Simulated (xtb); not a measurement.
Sn(F)(Me)(OH)2 (CH₅FO₂Sn), SMILES [OH][Sn]([OH])([CH3])[F]. All values are semi-empirical tight-binding results from xtb (GFN2-xTB unless named), good for trends rather than for accurate numbers. The structure is a stationary point at GFN2-xTB. The structure was generated by enumeration; whether it is a known compound was not checked. Other conformers were not sampled.

For metal compounds this method's bond lengths and energies can be far off.

- orbital gap: 4.56 eV
- zero-point energy: 37.7 kcal/mol
- G − E(el) at 298.15 K (modified RRHO): 15.5 kcal/mol
